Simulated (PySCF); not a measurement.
Gas-phase reaction: 2 (CH₃)₃SiF + CH₂FCF₃ → 2 SiHF₃ + 4 CH₂ + C₄H₁₀ (n-butane)

Energies from PySCF (xtb for GFN2), thermal terms from the rigid-rotor harmonic-oscillator model, ideal gas at 1 bar. S°(298 K) at PBE0/def2-TZVP differs from the NASA 1993 table for C₄H₁₀ (n-butane) (-9 J/mol/K); whether the harmonic model or the table's entry is off was not settled. † marks an energy on the PBE0/def2-TZVP geometry and frequencies; other levels use their own. MP2 and CCSD(T) freeze the core. 6-31G* has spherical d functions here. Open shells (unrestricted): CH₂ (multiplicity 3); the rest are closed-shell singlets. GFN2 has no spin-polarisation term. B3LYP is the form with VWN-RPA correlation. MP2 isn't extrapolated to the basis-set limit; its ΔH°(298 K) is 1099.9 kJ in def2-SVP and 1077.9 kJ in def2-TZVPP. CCSD(T) isn't extrapolated to the basis-set limit. The harmonic model lacks anharmonicity and excited electronic states, which grow with temperature; levels with a mode under 35 cm⁻¹ are left out. Internal rotation in (CH₃)₃SiF, CH₂FCF₃, C₄H₁₀ (n-butane) is treated as a harmonic vibration of one conformer, which makes the entropy rough.

```csv
level,"ΔE electronic, kJ","ΔH°(298 K), kJ","ΔS°(298 K), J/K","ΔG°(600 K), kJ"
B3LYP/6-31G*,1224,1150,617,780
B3LYP/def2-TZVP†,1128,1056,616,686
CCSD(T)/def2-SVP†,1162,1089,616,720
GFN2-xTB,1549,1470,590,1115
MP2/def2-SVP†,1172,1100,616,730
MP2/def2-TZVPP†,1150,1078,616,708
PBE/def2-SVP,1360,1289,615,921
r2SCAN/def2-TZVP†,1119,1047,616,677
LDA/def2-TZVP†,1533,1460,616,1091
```
ΔH° is lowest at r2SCAN/def2-TZVP† and highest at GFN2-xTB. No reference value is set beside these.
